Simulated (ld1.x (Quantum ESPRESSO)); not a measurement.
## Ag (Z = 47): excitation energies, all-electron against TM

- Element: Ag
- Generator: ld1.x (Quantum ESPRESSO) 7.5
- Type: norm-conserving Troullier–Martins (Kleinman–Bylander form)
- Functional: LDA (PZ)
- Relativity: scalar-relativistic
- Frozen core: [Ar] 3d10
- Valence charge: 19
- Reference configuration: 4s2 4p6 4d10 5s0 5p1
- Partial waves: 4p (bound): rc 0.95 bohr; 4d (bound): rc 1.20 bohr; 4s (bound): rc 1.30 bohr
- Local potential: the s channel
- Core correction: none

Occupied shells without a wave of their own: 5p. They enter only through the test configuration that unscreens the potential.

Energies are relative to the spin-unpolarised reference configuration 4s2 4p6 4d10 5s0 5p1; without spin polarisation the order of configurations can differ from experiment. Spin-polarised rows fill each open shell by Hund’s rule, majority spin first. The frozen-core shift is the all-electron ΔE with the core orbitals held at their reference shape minus the fully relaxed ΔE.

| valence configuration | charge | ΔE all-electron (eV) | error AE − PS (meV) | frozen-core shift (meV) |
| --- | --- | --- | --- | --- |
| 4s2 4p6 4d10 5s1 5p0 | 0 | -4.021 | +656 | -0.9 |
| 4s2 4p6 4d10 5s0 5p0 | +1 | 4.081 | -160 | +1.0 |
| 4s2 4p6 4d9 5s0 5p0 | +2 | 26.464 | -312 | -0.6 |
| 4s2 4p6 4d10 5s0.5 5p0 | +0.5 | -0.835 | +306 | 0.0 |
| 4s2 4p6 4d8 5s0 5p0 | +3 | 62.898 | -446 | -1.2 |
| 4s1 4p6 4d10 5s1 5p0 | +1 | 98.067 | +974 | +28 |
| 4s2 4p6 4d10 5s0 5p1 (spin-polarised) | 0 | -0.123 | +1.0 | 0.0 |
| 4s2 4p6 4d10 5s1 5p0 (spin-polarised) | 0 | -4.170 | +654 | -0.9 |

Question: What are ΔE and the potential's error for 4s2 4p6 4d9 5s1 5p0?

Answer: ΔE = 9.358 eV all-electron; the error (AE − PS) is +925 meV.

The 5p level has no wave, so the channel is fitted at the deeper level alone: the likely source of the large errors. A variational frozen-core shift is positive and of second order in the change. This column holds negative values, so the frozen-core run of ld1.x carries numerical noise or an error of first order here, and the column gives no more than the rough size of the effect.
